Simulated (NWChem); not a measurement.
Molecule: CH2ClNOSi; SMILES [SiH2](Cl)OC#N

```xyz
7

N      0.8588    -2.7490    -0.3502
C      0.1746    -1.9041     0.0572
O     -0.5928    -0.9967     0.5347
Si    -0.8909     0.5582    -0.1001
Cl     0.8033     1.6853     0.0715
H     -1.9637     1.0796     0.7694
H     -1.2504     0.4075    -1.5286
```
Atoms are numbered in this order, from 1.

Results from NWChem. Pople sets run with spherical d functions. The geometry was optimised at PBE0/def2-SVP. Atomic charges in e: unrestrained fits to the electrostatic potential beside Mulliken populations; buried atoms are poorly determined by the fit.

For level B3LYP/def2-SVP:

| Property | Result |
|---|---|
| Mulliken N1 | 0.00 |
| Mulliken C2 | -0.02 |
| Mulliken O3 | -0.36 |
| ESP Si4 | 0.63 |
| Mulliken Si4 | 0.72 |
| Mulliken Cl5 | -0.20 |

What are these values for level Hartree-Fock/6-31G*?

The Mulliken N1 is -0.38 and the Mulliken C2 comes out as 0.59. The Mulliken O3 is -0.74 and the ESP Si4 is 0.83. The Mulliken Si4 is 1.05 and the Mulliken Cl5 is -0.31.
